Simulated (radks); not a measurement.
All-electron atom: Br2+ in [Ar] 3d10 4s2 4p3 (the NIST ground configuration).

Method: scalar-relativistic Kohn-Sham, r2SCAN, spin-polarised, spherical densities, finite nucleus; open shells are filled with parallel spins first; meta-GGA in the generalised Kohn-Sham scheme; Fermi nuclear charge, rms radius 4.1629 fm; computed with a radial shooting solver on a logarithmic mesh with Libxc functionals.

Energy parts (eV):
| part | energy |
|---|---|
| total | -70902.857 |
| kinetic | 72440.990 |
| electron-nucleus | -170194.953 |
| Hartree | 29351.179 |
| exchange-correlation | -2500.074 |

Orbitals (lengths in bohr, moments of r in powers of bohr; <r^-3> diverges for s and p1/2):
orbital  occ.  eigenvalue (eV)      <r>  <r^-3>       <r^4>
1s up       1        -13377.21  0.04275       -  0.00001565
1s down     1        -13376.87  0.04275       -  0.00001564
2s up       1        -1771.198   0.1893       -    0.003098
2s down     1        -1771.137   0.1893       -    0.003097
2p up       3        -1562.984   0.1654    1357    0.002254
2p down     3        -1562.727   0.1654    1357    0.002253
3s up       1        -268.3131   0.5501       -      0.1925
3s down     1        -268.0180   0.5502       -      0.1918
3p up       3        -201.7464   0.5632   197.0      0.2343
3p down     3        -201.3886   0.5630   196.8      0.2320
3d up       5         -92.1165   0.5903   23.21      0.4090
3d down     5         -91.6137   0.5867   23.33      0.3880
4s up       1         -44.2461    1.597       -       12.77
4s down     1         -39.8621    1.591       -       12.87
4p up       3         -30.0490    1.834   18.74       23.13
4p down     0         -25.5747    1.831   19.19       23.35

The highest occupied level is 4p up at -30.049 eV. The electron density at the nucleus is 4.496e+04 e/bohr^3 (large components only). The spin density at the nucleus is -0.947 e/bohr^3 (1s -0.680, 2s 0.355, 3s 0.745, 4s -1.366).
